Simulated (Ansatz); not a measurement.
C₇H₁₅S, doublet, geometry from GFN2-xTB; PBE/6-31G (Ansatz, an electronic-structure program).

Ansatz was given this input:
Ansatz 0.2 input:
```yaml
crystal:
  periodic: [false, false, false]
  atoms:
    - {symbol: C, position_ang: [2.53931107, 1.23454430, -0.36407275]}
    - {symbol: C, position_ang: [1.58833213, 0.14022730, -0.03151812]}
    - {symbol: C, position_ang: [1.99857434, -1.26684443, -0.29454751]}
    - {symbol: S, position_ang: [0.19736028, 0.53680713, 0.88264592]}
    - {symbol: C, position_ang: [-1.31331415, -0.14833590, -0.04348136]}
    - {symbol: C, position_ang: [-1.19778917, 0.26936125, -1.49895296]}
    - {symbol: C, position_ang: [-1.40670294, -1.65735711, 0.10896702]}
    - {symbol: C, position_ang: [-2.49076052, 0.53498104, 0.63736467]}
    - {symbol: H, position_ang: [2.11068103, 2.20261739, -0.11921912]}
    - {symbol: H, position_ang: [2.78066924, 1.21537122, -1.43071290]}
    - {symbol: H, position_ang: [3.48301943, 1.12487421, 0.17881211]}
    - {symbol: H, position_ang: [3.08135614, -1.36291779, -0.19711890]}
    - {symbol: H, position_ang: [1.74079591, -1.58560538, -1.31077506]}
    - {symbol: H, position_ang: [1.52427942, -1.95145380, 0.40525969]}
    - {symbol: H, position_ang: [-2.06983731, -0.07389127, -2.05410738]}
    - {symbol: H, position_ang: [-1.13801334, 1.35256992, -1.58042535]}
    - {symbol: H, position_ang: [-0.30718246, -0.15828216, -1.95442703]}
    - {symbol: H, position_ang: [-1.32576456, -1.94058082, 1.15635471]}
    - {symbol: H, position_ang: [-2.36901801, -2.00439566, -0.26661464]}
    - {symbol: H, position_ang: [-0.62387297, -2.15932212, -0.45245735]}
    - {symbol: H, position_ang: [-3.42372128, 0.23445199, 0.16315982]}
    - {symbol: H, position_ang: [-2.53043025, 0.26199482, 1.68942820]}
    - {symbol: H, position_ang: [-2.39662999, 1.61619635, 0.56795422]}
basis:
  gaussian:
    orbitals: 6-31G
hamiltonian:
  xc: pbe
magnetization: {spin_polarized: true, initial_magnetization: 1}
scf: {lower_state_search: full}
```

What the program printed (banner, timings and long lists left out):

```
Functional definition: PBE
1509 factors; integrals over basis functions are off by at most 1.8e-4 eV
mean field evaluation 1: about -18300.6425 eV, gradient 6.2e1 eV
mean field evaluation 2: about -18300.5856 eV, gradient 6.2e1 eV
mean field evaluation 4: about -18319.1632 eV, gradient 1.1e1 eV
mean field evaluation 8: about -18319.8995 eV, gradient 8.9e-2 eV
mean field evaluation 16: about -18319.8997 eV, gradient 1.3e-4 eV
mean field evaluation 32: about -18319.8997 eV, gradient 3.8e-2 eV
mean field evaluation 64: about -18319.7405 eV, gradient 6.2e0 eV
mean field -18319.89971180 eV, -673.2438967346 hartree, gradient 4.9e-5 eV, S^2 0.753408; 3 other end points of the search recorded, 0 dependent functions left out
reference -18319.89974287 eV, -673.2438978764 hartree; 37, 36 occupied and 69, 70 virtual orbitals, 1509 factors
Total energy: -18319.89974287 eV, -673.2438978764 hartree
```
